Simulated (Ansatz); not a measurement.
C2H5BSe, SMILES `CBC=[Se]`. Total charge 0; spin multiplicity 1.

```xyz
9

C     0.948   -0.472    0.624
B    -0.383    0.295    0.320
C    -1.133    0.180   -1.006
Se   -0.439    1.529   -1.910
H     0.702   -1.277    1.332
H     1.674    0.165    1.136
H     1.419   -0.925   -0.249
H    -0.890    0.979    1.167
H    -1.899   -0.473   -1.415
```

Question: What are the harmonic wavenumbers in cm⁻¹ at PBE0-D4/def2-TZVP (Ansatz, finite differences of forces, unscaled)? (Estimate.)

Answer: The calculation gave: 101, 114, 160, 313, 610, 732, 798, 857, 879, 959, 1029, 1108, 1234, 1309, 1438, 1463, 2578, 3023, 3100, 3144, 3167.

Question: Is this a minimum?

Answer: Yes, all 21 modes are real.

Question: Give the ideal-gas thermochemistry at 298.15 K and 1 bar (rigid rotor, harmonic oscillator; point group C1, symmetry number 1).

Answer: Zero-point energy 168.2 kJ/mol; H(298) − E = 186.1 kJ/mol; entropy 327.3 J/(mol·K), of which translation 168.4, rotation 108.2, vibration 50.6; G(298) − E = 88.6 kJ/mol.
